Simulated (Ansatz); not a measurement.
Computed with Ansatz on PBE0-D4/def2-TZVP structures; ΔE is electronic, products minus reactants. CBS: MP2 limit from def2 TZ/QZ plus the TZ coupled-cluster correction, frozen cores. This one scheme is used for every species. Functionals use def2-TZVPP. B3LYP here is the variant with VWN-RPA as its local correlation; programs differ in this. def2 core potentials past Kr. For Sn outer-core shells are correlated without core-valence functions, which leaves a few kJ/mol of doubt a bond. Each species was taken in one conformer, which may not be the lowest.

`[SH][Sn]([Cl])([Cl])[Cl]` + CH₃OH → `C[O][Sn]([SH])([Cl])[Cl]` + HCl  (ligand exchange at the Sn–Cl bond)

`[SH][Sn]([Cl])([Cl])[Cl]`:

Cartesian coordinates in Å:
```
S -1.030 -0.495 1.632
Sn 0.267 -0.153 -0.316
Cl 1.253 -2.149 -0.871
Cl -0.997 0.570 -2.098
Cl 1.908 1.430 -0.008
H -1.401 0.798 1.661
```

CH₃OH:

Z-matrix (Å, degrees):
```
C
O 1 1.409
H 1 1.097 2 112.4
H 1 1.090 2 107.0 3 -118.5
H 1 1.097 2 112.4 3 123.0
H 2 0.959 1 108.5 3 -61.6
```

`C[O][Sn]([SH])([Cl])[Cl]`:

Cartesian coordinates in Å:
```
C -1.104 -1.139 0.695
O -0.600 -0.412 -0.409
Sn 0.887 0.812 -0.186
S 1.282 1.733 -2.323
Cl 2.693 -0.338 0.678
Cl 0.341 2.381 1.417
H -1.488 -0.478 1.481
H -1.930 -1.753 0.329
H -0.347 -1.802 1.130
H 0.266 0.996 -2.812
```

HCl:

Cartesian coordinates in Å:
```
Cl 0.454 -0.215 -0.396
H -0.454 0.215 0.396
```

| level | ΔE (kJ/mol) |
| --- | --- |
| B3LYP-D4 | 58.8 |
| PBE | 60.4 |
| PBE0 | 66.1 |
| HF/def2-TZVPP | 71.3 |
| SCS-MP2/def2-TZVPP | 53.2 |
| MP2/def2-QZVPP | 55.4 |
| HF/CBS(def2) | 71.3 |
| CCSD/CBS(def2) | 57.5 |

What does CCSD(T)/CBS give? (An estimate is asked.)

Computed: +54.6 kJ/mol. The listed levels differ from it by 4.2, 5.8, 11.5, 16.7, -1.4, 0.8, 16.7, 2.9 kJ/mol.

Largest T1 diagnostic among the species: 0.013.

In def2-TZVPP, CCSD(T) changes the Hartree–Fock value by −20.0 kJ/mol (the triples alone add −2.8 kJ/mol) and MP2 by −17.8 kJ/mol. The D4 term adds −3.2 kJ/mol with B3LYP and −2.1 kJ/mol with PBE0; it sums over pairs of atoms, weighted by their polarisabilities, and B3LYP, whose exchange is more repulsive, gets the larger term.
